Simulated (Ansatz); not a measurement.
The molecule F2+, multiplicity 2 (lowest of 2S+1 = 2, 4 at CCSD(T)/def2-TZVPP on PBE0 minima; our sources give no spin for the ground state, which may be another).

Constants: fifth-degree fit in 1/R to seven points, most abundant isotopes. In def2 and cc sets the state is the lowest found near the PBE0 minimum, followed along R.

Correlated levels freeze the cores. CBS(a, b) extrapolates the correlation energy as X⁻³ and adds the Hartree–Fock energy of set b.

Codes used: Ansatz (a program for electronic structure) with Gaussian orbitals. Each number belongs to the level named beside it.

Question: What bond length and harmonic frequency does PBE0/def2-TZVPP give?

Answer: r_e = 1.273 Å, ω_e = 1303 cm⁻¹.

Question: What bond length and harmonic frequency does CCSD(T)/aug-cc-pVTZ give?

Answer: r_e = 1.314 Å, ω_e = 1116 cm⁻¹.

Question: What bond length and harmonic frequency does CCSD(T)/CBS(aug-cc-pVTZ, aug-cc-pVQZ) give?

Answer: r_e = 1.305 Å, ω_e = 1127 cm⁻¹.

Doubts at one or more of the structures used: other coupled-cluster roots lie near (CCSD(T)/aug-cc-pVTZ, CCSD(T)/CBS(aug-cc-pVTZ, aug-cc-pVQZ)).
